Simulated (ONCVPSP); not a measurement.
## Ranking ONCV potentials for indium

All share these settings but for the change named:

```
Element                 : indium
Generator               : ONCVPSP 4.0.1
Type                    : optimised norm-conserving Vanderbilt (ONCV)
Functional              : LDA (Perdew-Wang 92)
Relativity              : scalar-relativistic
Frozen core             : [Kr] 4d10
Valence charge          : 3
Reference configuration : 5s2 5p1
Partial waves           : 5s: rc 2.05 bohr, ncon 4, nbas 7, qcut 3.1 1/bohr, local; 5p: rc 2.85 bohr, ncon 3, nbas 6, qcut 3.3 1/bohr, 2 projectors, debl 1.3 Ha
Local potential         : the s channel
Core correction         : Teter function, fcfact 2, rcfact 1.65
```

Test errors are all-electron minus pseudo excitation energies from the reference, over 5s2 5p0; 5s1 5p0; 5s2 5p0.5; 5s1 5p1. None of these files shows a bound ghost.

The base gives 245.7 meV.

Of 10 variants that were run, those that failed, showed a ghost or another fault, or gave nearly equal values are left out.

A variant can come out equal or close to the base, since the largest error may sit in a test that the change hardly touches while other tests move.

(1) Rank these variants by their largest absolute test error, smallest first.
A. s: rc 2.8
B. core correction Teter function, fcfact 3.25, rcfact 1.15
C. core correction Teter function, fcfact 1.3, rcfact 1.65
D. core correction Teter function, fcfact 2, rcfact 1.02

## Answers

(1) B (12.8 meV), D (92.0 meV), C (146.7 meV), A (249.8 meV).
